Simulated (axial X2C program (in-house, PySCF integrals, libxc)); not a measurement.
# Ionising InSi

All values come from calculations with an in-house relativistic program for diatomic molecules, spin-free (one-electron X2C) or two-component (2c: spin–orbit coupling with atomic mean-field Coulomb and Gaunt terms, which also bring small scalar terms), in Dyall basis sets with cores contracted in-house; open shells are unrestricted.

Basis sets: In dyall-cv3z, Si dyall-v3z. Frozen shells (counts by l): InSi In 4s3p2d, Si 2s1p, 7 electrons correlated; InSi⁺ In 4s3p2d, Si 2s1p, 6 electrons correlated. Coupled cluster in natural virtuals with an MP2 remainder. Where the outer core of a metal is frozen, bonds come out longer and ionisation energies lower.

```
Hamiltonian    level        InSi state  Re (Å)  ωe (cm⁻¹)  De (eV)
  spin-free       HF  M_S = 3/2, Λ = 0   2.694      239.4     1.45
  spin-free     PBE0  M_S = 3/2, Λ = 0   2.610      260.4     2.34
  spin-free      MP2  M_S = 3/2, Λ = 0   2.638      261.9     2.15
  spin-free     CCSD  M_S = 3/2, Λ = 0   2.649      257.0     2.01
  spin-free  CCSD(T)  M_S = 3/2, Λ = 0   2.644      259.6     2.13
         2c       HF           Ω = 3/2   2.694      239.1      n/a
         2c     PBE0           Ω = 3/2   2.609      260.2      n/a
         2c      MP2           Ω = 3/2   2.640      262.1     2.00
         2c     CCSD           Ω = 3/2   2.649      256.8     1.86
         2c  CCSD(T)           Ω = 3/2   2.644      259.5     1.98
```

Adiabatic ionisation energy (minimum to minimum, no zero-point term) and constants of InSi⁺:

```
Hamiltonian    level     InSi⁺ state  IE (eV)  Re (Å)  ωe (cm⁻¹)  De (eV)  fragments
  spin-free       HF  M_S = 1, Λ = 1     6.31   3.302      104.9     0.35   In+ + Si
  spin-free     PBE0  M_S = 1, Λ = 1     7.22   3.071      132.1     0.75   In+ + Si
  spin-free      MP2  M_S = 1, Λ = 1     6.98   3.170      119.0     0.57   In+ + Si
  spin-free     CCSD  M_S = 1, Λ = 1     6.92   3.169      120.1     0.55   In+ + Si
  spin-free  CCSD(T)  M_S = 1, Λ = 1     7.01   3.140      124.3     0.59   In+ + Si
         2c       HF           Ω = 2     6.32   3.301      105.0     0.34   In+ + Si
         2c     PBE0           Ω = 2     7.24   3.076      131.7     0.74   In+ + Si
         2c      MP2           Ω = 2     6.99   3.174      118.6     0.57   In+ + Si
         2c     CCSD           Ω = 2     6.93   3.173      119.9     0.55   In+ + Si
         2c  CCSD(T)           Ω = 2     7.03   3.145      124.1     0.59   In+ + Si
```

Problem. Add the zero-point terms to the ionisation energy at CCSD(T), 2c, and say whether the electron removed was bonding.

Solution. IE0 = IE + (ωe⁺ − ωe)/2 = 7.03 + (-0.008) = 7.02 eV. Re changes by 0.501 Å, so the bond lengthens, as on loss of a bonding electron.

Problem. Close the cycle De(InSi⁺) + IE(InSi) = De(InSi) + IE(In) to find the atomic ionisation energy at CCSD(T), 2c.

Solution. IE(In) = 0.59 + 7.03 − 1.98 = 5.64 eV, for the determinants used.

Each entry is the lowest single determinant of a limited PBE0 search at one distance. De goes to single-determinant-based atoms at the same level (for ions the charge split of lowest energy) and is withheld (n/a) where an atom does not fit its ground term or J level. Main or longest-lived isotopes. One determinant is a doubtful description, or other states lie close, for InSi, InSi⁺; these need not be ground states, and all values refer to the states named. Some open-shell Ω = 0 determinants are out of reach, so the Ω given for InSi⁺ need not be the lowest component. With several unpaired electrons the Ω given is that of one determinant, not necessarily of the lowest component. Some light 2c atoms are not at their ground J level, so De misses part of their lowering (0.04 eV or less). The functionals have no current term, which raises determinants with orbital currents. Where the atoms have a lower orbital projection than the molecule, De at mean-field level may be about a tenth of an eV too small.
